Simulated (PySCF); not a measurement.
Tc²⁺ (technetium, charge +2) across methods

[Kr] 4d4 5p1, one real determinant (an excited configuration). Computed with PySCF 2.14 in aug-cc-pVTZ-DK, with scalar relativity by spin-free X2C-1e.

```csv
method,E (hartree),mean ε 4p β (eV),mean ε 4d α (eV),mean ε 5p α (eV),Σ⟨r²⟩ (bohr²),⟨S²⟩
LDA,-4279.00,-64.883,-27.979,-15.946,38.05,8.750
UHF,-4281.78941,-73.320,-34.723,-17.704,38.90,8.753
r2SCAN,-4283.94,-65.385,-28.434,-15.858,38.12,8.751
PBE,-4283.54,-64.582,-27.957,-15.826,38.13,8.751
B97-3,-4283.63,-67.486,-29.743,-16.290,38.22,8.751
TPSSh,-4283.78,-65.823,-28.726,-15.977,38.15,8.751
PBE0,-4283.62,-67.135,-29.851,-16.410,38.19,8.751
```

Problem. Estimate the same row for MN15.

Solution. E (hartree) = -4286.83; mean ε 4p β (eV) = -68.279; mean ε 4d α (eV) = -30.434; mean ε 5p α (eV) = -16.842; Σ⟨r²⟩ (bohr²) = 37.95; ⟨S²⟩ = 8.751.

⟨L²⟩ = 8.00 against 12 for a pure F term, so this real determinant mixes terms.
